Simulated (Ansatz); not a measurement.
Reactions of `NB(F)[O][GeH3]`.

Gas-phase electronic energies from Ansatz, PBE0-D4/def2-TZVP geometries. CCSD(T)/CBS adds triple-zeta CCSD(T) − MP2 to the extrapolated MP2 energy (def2 sets, frozen cores). Elements past krypton have def2 core potentials. For Ge, Se, Te, Zn outer-core shells are correlated without core-valence functions, which leaves a few kJ/mol of doubt a bond. Scalar relativity is left out up to krypton. Each species was taken in one conformer, which may not be the lowest.

Problem. Order these by ΔE at CCSD(T)/CBS, lowest first. (Estimate.)
A. `NB(F)[O][GeH3]` + H₂Se → `NB(F)[SeH]` + `[OH][GeH3]`
B. `NB(F)[O][GeH3]` + `FC(F)(F)[TeH]` → `NB(F)[TeH]` + `FC(F)(F)[O][GeH3]`
C. `NB(F)[O][GeH3]` + `[NH2][ZnH]` → `NB(N)F` + `[ZnH][O][GeH3]`

Solution. C (-4.3 kJ/mol), B (+38.3 kJ/mol), A (+77.9 kJ/mol).

Largest T1 diagnostic: 0.016, for `[NH2][ZnH]`.
